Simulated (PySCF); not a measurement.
Manganese: a sound run and one with changed settings

Sound run: Mn⁺ [Ar] 3d5 4s1, Mn²⁺ [Ar] 3d5. All numbers are calculated (PySCF 2.14, no relativity, point nucleus, in pcseg-2 (6s4p3d2f1g, 56 functions)). In the sound run the correlated levels freeze [Ar]. The sound run starts from symmetry-adapted Hartree-Fock orbitals and uses a fine grid where one is needed.

Changed run: all electrons correlated in a basis built for the valence shell.

| species | method | sound run (hartree) | changed run (hartree) | converged |
| --- | --- | --- | --- | --- |
| Mn⁺ | MP2 | -1149.70254 | -1150.00027 | yes |
| Mn²⁺ | MP2 | -1149.14642 | -1149.43174 | yes |

Ionisation energy of Mn⁺:

```csv
method,sound run (eV),changed run (eV)
UHF,14.713,14.713
MP2,15.133,15.470
SCS-MP2,14.853,15.203
```

A valence basis has no tight correlating functions, so it recovers only part of the core correlation, and not evenly between atom and ion.

For comparison, NIST gives 15.640 eV between the lowest levels.
